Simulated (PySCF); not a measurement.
C3H7Ga, SMILES C=C[CH2][GaH2].

Geometry: B3LYP-D3(BJ)/def2-SVP. The structure was generated by enumeration; whether it is a known compound was not checked. The values are those of a single conformer.

Level of theory: PySCF with PBE/def2-TZVP.

Computed frontier levels, gap, dipole moment and polarisability:
* **highest occupied level**: -5.76 eV
* **lowest empty level**: -1.90 eV
* **orbital gap**: 3.86 eV
* **dipole moment**: 0.83 D
* **quadrupole, principal values (traceless, Buckingham form, about the centre of nuclear charge)**: -4.43, -0.14, 4.57 D·Å
* **mean static polarisability**: 71.1 bohr³ (10.54 Å³)
* **polarisability, principal values**: 59.9, 67.6, 86.0 bohr³
